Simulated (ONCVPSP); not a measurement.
**Potentials for P (Z = 15) compared**

Generated with ld1.x 7.5 (TM, RRKJ, ultrasoft, PAW), atompaw 4.2 or ONCVPSP 4.0.1. The cutoff is in Ry: for ld1.x and atompaw files where the sum of valence levels is converged to 10 mRy in a Bessel basis, for ONCV files where the hardest occupied wave has 1 mHa per electron of residual kinetic energy. The error is the largest all-electron minus pseudo excitation energy over each file’s own four to seven test configurations (ionisations up to +4, promotions, holes and added fractions of an electron), all of which were solved. The labels leave out finer settings (local radius, basis sizes, second energies), which also bear on the numbers. Spin-polarised tests are not counted. The rows are a selection from randomly drawn settings: files with unsolved tests, undetermined cutoffs or missed reference levels are left out.

```tsv
potential	cutoff (Ry)	largest error (meV)	bound ghosts
ONCV, revPBE, non-relativistic, rc 1.55/1.85 (sp), local smoothed, core correction yes, reference 3s2 3p3, qcut 4.6/4.9, projectors 2/2	20	+48	none
ONCV, PBEsol, scalar-relativistic, rc 1.35/1.35 (sp), local p, core correction no, reference 3s2 3p2.5, qcut 5.3/6.3, projectors 2/0	21	+9.0	none
ONCV, PBE, scalar-relativistic, rc 1.30/1.90/1.50 (spd), local smoothed, core correction no, reference 3s1.5 3p3.5, qcut 3.9/5/6.9, projectors 2/1/3	31	+170	none
ONCV, LDA (Perdew-Zunger), non-relativistic, rc 0.95/0.80 (sp), local smoothed, core correction yes, reference 2s2 2p6 3s2 3p3, qcut 11.3/17.1, projectors 3/2	232	+9.4	none
```

(1) Fill in the row for P: ONCV, Wu-Cohen, non-relativistic, rc 1.65/2.00 (sp), local smoothed, core correction yes, reference 3s2 3p3, qcut 4.4/3.8, projectors 1/2.

(2) Fill in the row for P: ONCV, LDA (Perdew-Wang 92), scalar-relativistic, rc 1.70/2.00/1.65 (spd), local smoothed, core correction yes, reference 3s2 3p3, qcut 3.3/4.8/6.5, projectors 2/2/3.

Results:

(1) cutoff 18 Ry, largest error +85 meV, bound ghosts: none.

(2) cutoff 64 Ry, largest error -126 meV, bound ghosts: none.
